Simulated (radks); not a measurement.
Problem. The mean radii <r> (bohr) of the occupied orbitals of an atom or ion are listed with their occupations. Method: scalar-relativistic Kohn-Sham, PBEsol, spin-polarised, spherical densities, finite nucleus; Fermi nuclear charge, rms radius of each element as measured or else 0.836 A^(1/3) + 0.57 fm; computed with a radial shooting solver on a logarithmic mesh with Libxc functionals.

| orbital | occ. | <r> |
|---|---|---|
| 1s up | 1 | 0.1113 |
| 1s down | 1 | 0.1111 |
| 2s up | 1 | 0.5310 |
| 2s down | 1 | 0.5361 |
| 2p up | 3 | 0.4823 |
| 2p down | 1 | 0.4895 |

Name the element and its charge. Open shells, if any, are filled with parallel spins first.

Solution. Z = 14, silicon, charge +6: Si6+ in [He] 2s2 2p4. The 1s radius gives Z: for a bare nucleus <r> = (2 gamma + 1)/(2Z) with gamma = sqrt(1 - (Z/c)^2), 0.1068 bohr for Z = 14, and screening makes it slightly larger (0.1113 here). The occupations add up to 8, and the charge is Z minus that.
